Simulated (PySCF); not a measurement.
Species: C7H11FSSi.
Z-matrix (Å and degrees, PBE0-D3(BJ)/def2-SVP geometry), rows numbered from 1:
```
C 
C   1  1.5197
C   2  1.5317  1  113.70
C   3  1.4999  2  113.49  1   -62.37
C   4  1.4264  3  126.58  2   101.47
C   5  1.3783  4  115.12  3  -177.97
Si  6  1.8638  5  126.80  4  -179.58
S   6  1.7341  5  110.21  4     0.26
C   4  1.3693  3  123.96  2   -75.92
F   9  1.3217  4  125.86  3    -2.00
H   1  1.1025  2  111.23  3   -60.22
H   1  1.1015  2  111.35  3    59.64
H   1  1.1004  2  111.39  3   179.77
H   2  1.1032  1  109.83  3   121.69
H   2  1.1032  1  109.87  3  -122.02
H   3  1.1019  2  109.24  1   175.51
H   3  1.1024  2  109.57  1    59.27
H   5  1.0925  4  122.44  3     2.24
H   7  1.4929  6  106.74  5    -3.44
H   7  1.4947  6  111.70  5   116.17
H   7  1.4944  6  111.39  5  -123.17
```

Jobs on this species (21 atoms, 92 electrons) with PySCF (density fitting). Hardware of each: one thread of an Arm Neoverse V1, no GPU, on a shared host. Other jobs ran on the host; a repeat could differ by tens of per cent or more.

```tsv
level and settings	work	basis functions	SCF cycles	wall time
PBE0/pcSseg-1, IEF-PCM benzene	shieldings, ring-centre shieldings, charges and field gradients	239	?	?
PBE0/pcSseg-1, IEF-PCM dimethylsulfoxide	shieldings, ring-centre shieldings	239	14	56 s
PBE0-D3(BJ)/def2-SVP, grid level 1	geometry optimisation from a GFN2-xTB start	203	42	2.7 min
```

Fill in the missing figures.

- PBE0/pcSseg-1, IEF-PCM benzene; shieldings, ring-centre shieldings, charges and field gradients: 64 s, 14 SCF cycles

What do all jobs in the table cost together?

About 4.7 min; the longest takes about 57 % of that, and about 2.9 times as long as the shortest.
